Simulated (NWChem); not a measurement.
# How basis sets differ on GeTe (SMILES [Ge][Te])

GeTe: 2 atoms, total charge 0, spin state singlet. SMILES: `[Ge][Te]`. The bond length is the measured one.

```csv
atom,x (Å),y (Å),z (Å)
Ge,0.0000,0.0000,0.0000
Te,0.0000,0.0000,2.3402
```

Each level gives the vertical ionisation energy (to the doublet cation) (eV). The values are calculated.

```tsv
level	kind	program	value (eV)
PBE/DGauss-DZVP	GGA	NWChem	9.25
PBE/LANL2DZ (core potential)	GGA	NWChem	9.51
PBE/jorge-TZP	GGA	NWChem	9.38
PBE/SBKJC-VDZ (core potential)	GGA	NWChem	9.48
PBE/jorge-DZP	GGA	NWChem	9.30
PBE/def2-TZVP (core potential)	GGA	NWChem	9.14
```

All-electron rows without a relativistic Hamiltonian named are non-relativistic, while core potentials hold scalar relativity, so basis and relativity change together. Spin-orbit coupling, which can split open shells on such heavy atoms by tenths of an eV, is left out. The values span 9.14 to 9.51 eV.
